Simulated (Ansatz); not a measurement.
Reactions of `P[SiH]1CS1`.

Gas-phase electronic energies from Ansatz, PBE0-D4/def2-TZVP geometries. CCSD(T)/CBS adds triple-zeta CCSD(T) − MP2 to the extrapolated MP2 energy (def2 sets, frozen cores). This one scheme is used for every species, atoms too. Functionals use def2-TZVPP. B3LYP here is the variant with VWN-RPA as its local correlation; programs differ in this. No spin–orbit coupling; open shells (•) take unrestricted orbitals. Spin–orbit coupling would lower the free atoms: a little for C, S, Si. Elements past krypton have def2 core potentials. Bonds to Ge, I, Se are less sure, by a few kJ/mol each and by 10 to 20 or more in all where they break to atoms, as the def2 sets lack core-valence functions. Scalar relativity is left out up to krypton. One conformer a species, not always the lowest.

```csv
reaction,CCSD(T)/CBS(def2) (kJ/mol)
`P[SiH]1CS1` + `N=C=O` → `O=C=NP` + `C1[SiH2]S1`,39
`P[SiH]1CS1` + `C[SiH2]N` → `C[SiH2]P` + `N[SiH]1CS1`,?
`P[SiH]1CS1` + `[SiH3][SeH]` → `[SeH][SiH]1CS1` + `[SiH3]P`,-2
`P[SiH]1CS1` + `[BH2][GeH2][CH3]` → `[BH2][GeH2][PH2]` + `C[SiH]1CS1`,?
`P[SiH]1CS1` → C• + 5 H• + P• + S• + Si•,2893
`P[SiH]1CS1` + `CB1C[SiH2]1` → `PB1C[SiH2]1` + `C[SiH]1CS1`,-6
`P[SiH]1CS1` + `F[SiH2]I` → `F[SiH2]P` + `I[SiH]1CS1`,5
`P[SiH]1CS1` + H–F → `F[SiH]1CS1` + PH₃,?
`P[SiH]1CS1` → `C[SiH]1PS1`,-98
`P[SiH]1CS1` + HCl → `Cl[SiH]1CS1` + PH₃,-70
```

Question: Fill in the missing values. (An estimate is asked.)

Answer: Ansatz gave: `P[SiH]1CS1` + `C[SiH2]N` → `C[SiH2]P` + `N[SiH]1CS1`: -9.3 kJ/mol; `P[SiH]1CS1` + `[BH2][GeH2][CH3]` → `[BH2][GeH2][PH2]` + `C[SiH]1CS1`: -22.2 kJ/mol; `P[SiH]1CS1` + H–F → `F[SiH]1CS1` + PH₃: -103.4 kJ/mol.

Largest T1 diagnostic: 0.018, for `N=C=O`.
